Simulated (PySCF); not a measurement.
System: C$_{3}$H$_{4}$Cl, charge -1, multiplicity 1. It need not be the lowest isomer of its formula. Whether it binds its extra electron was not tested at this geometry. 
Geometry from a B3LYP-D3(BJ)/def2-TZVP (Ansatz) optimisation:
SMILES: C=C[CH-]Cl
```xyz
8

C     -2.2892     0.1729    -0.7940
C     -1.1310     0.1060    -0.0487
C      0.1736     0.4797    -0.3775
Cl     1.5162    -0.3187     0.5824
H     -2.2856     0.5053    -1.8279
H     -3.2564     0.0452    -0.3227
H     -1.2504    -0.2343     0.9817
H      0.4968     0.5503    -1.4099
```
Charge -1, spin multiplicity 1.

Dispersion corrections to the total energy (kcal/mol) from the dftd3 and dftd4 libraries through PySCF: D3(BJ) without and D4 with the three-body term, each with the damping fitted for the functional named.

| functional | D3(BJ) | D4 |
|---|---|---|
| B2GP-PLYP | -2.17 | -1.65 |
| HF | -29.79 | -15.23 |
| revPBE | -9.21 | … |
| PW6B95 | … | -3.47 |
| r2SCAN | -0.97 | -0.98 |
| LC-wPBE | … | -4.38 |
| BHLYP | -4.79 | -4.51 |

### Question
What belongs in the gaps?

### Answer

- revPBE, D4: -13.56
- PW6B95, D3(BJ): -1.72
- LC-wPBE, D3(BJ): -3.28
